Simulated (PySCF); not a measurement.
**How good is the calculation?**

Molfile (atoms numbered from 1):
```
C5H3ClO2
     RDKit          3D

 11 11  0  0  0  0  0  0  0  0999 V2000
    2.7237    0.2516    0.9235 O   0  0  0  0  0  0  0  0  0  0  0  0
    1.9902    0.3670   -0.0085 C   0  0  0  0  0  0  0  0  0  0  0  0
    2.6043    0.9023   -1.5795 Cl  0  0  0  0  0  0  0  0  0  0  0  0
    0.5705    0.1141   -0.0372 C   0  0  0  0  0  0  0  0  0  0  0  0
   -0.2510   -0.3133    0.9889 C   0  0  0  0  0  0  0  0  0  0  0  0
   -1.5407   -0.4027    0.4414 C   0  0  0  0  0  0  0  0  0  0  0  0
   -1.4148   -0.0257   -0.8693 C   0  0  0  0  0  0  0  0  0  0  0  0
   -0.1570    0.2841   -1.1620 O   0  0  0  0  0  0  0  0  0  0  0  0
    0.0575   -0.5262    1.9913 H   0  0  0  0  0  0  0  0  0  0  0  0
   -2.4379   -0.7030    0.9418 H   0  0  0  0  0  0  0  0  0  0  0  0
   -2.1393    0.0546   -1.6564 H   0  0  0  0  0  0  0  0  0  0  0  0
  1  2  2  0
  2  3  1  0
  2  4  1  0
  4  5  2  0
  5  6  1  0
  6  7  2  0
  7  8  1  0
  8  4  1  0
  5  9  1  0
  6 10  1  0
  7 11  1  0
M  END
```

Published estimates (parent shift plus substituent increments) and measurements: δ 1H H11 7.88; H9 7.52; H10 6.70 ppm (estimated from measurements, as parent shift plus tabulated substituent increment; solution, not stated per compound (mostly CDCl3 or CCl4); Pretsch, Buehlmann, Badertscher, Structure Determination of Organic Compounds, 4th ed. (2009)).

No solvent model, single conformer, no relativistic terms. GFN2-xTB geometry; shieldings: GIAO PBE0/pcSseg-1; PySCF 2.14.0 with density-fitted response routines.

Question: Set the calculated values beside the experiment.

Answer: 
Reference values: estimated from measurements, as parent shift plus tabulated substituent increment (solution, not stated per compound (mostly CDCl3 or CCl4); Pretsch, Buehlmann, Badertscher, Structure Determination of Organic Compounds, 4th ed. (2009)).
```
atoms  quantity  reference  computed  computed, scaled
  H11      δ 1H       7.88      7.77              7.42
   H9      δ 1H       7.52      7.78              7.43
  H10      δ 1H       6.70      6.93              6.63
```

Computed shifts are σ(ref) − σ with the named reference compound (TMS for H and C) calculated as an isolated molecule at the same level. The measured values may be among those fitted. Shieldings were converted by linear fits to measured shifts (mostly CDCl3, TMS scale, for H and C): 1H: δ = 30.01 − 0.943σ (rms 0.17 ppm, 504 shifts, 0.18 ppm with the 4 outliers that the fit left out). A few per cent of atoms miss by over 2 rms, more outside the fitted compound classes.

Question: How far are the unscaled 1H shifts from the references?

Answer: Mean signed difference +0.13 ppm, mean absolute 0.20 ppm over 3 comparisons; the largest is +0.26 ppm at H9 (hydrogen on an aromatic CH).
